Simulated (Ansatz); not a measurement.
Cu(NH3)Cl (CuNClH₃), relaxed as a singlet with RKS B3LYP-D4/def2-TZVP in Ansatz, starting from the GFN2-xTB geometry. Force threshold 0.02 eV/Å.

Start:

```xyz
6

Cu    0.4442   -0.8975    0.4596
N    -0.3339    0.6582   -0.3325
H    -1.3324    0.5168   -0.4526
H     0.0971    0.8205   -1.2382
H    -0.1739    1.4610    0.2693
Cl    1.2989   -2.5589    1.2944
```

```
step  energy (eV)  largest force component (eV/Å)  SCF passes
   1  -58708.2114                           0.756          19
   2  -58708.2440                           0.156          22
   3  -58708.2508                           0.052          22
   4  -58708.2510                           0.005          23
```

Force components are those of the run's own axes.

End:

| atom | x (Å) | y (Å) | z (Å) |
| --- | --- | --- | --- |
| Cu1 | 0.467 | -0.926 | 0.470 |
| N2 | -0.335 | 0.664 | -0.337 |
| H3 | -1.337 | 0.548 | -0.466 |
| H4 | 0.070 | 0.861 | -1.248 |
| H5 | -0.194 | 1.485 | 0.245 |
| Cl6 | 1.329 | -2.632 | 1.335 |

By distances, no bond broke or formed. The bond that changes most is Cu1–Cl6, from 2.05 to 2.10 Å (atoms count from 1).

No frequencies were taken in this run, so the end may be a saddle point.

It took 5.5 s on 4 threads of Arm Neoverse V2 on a shared host.
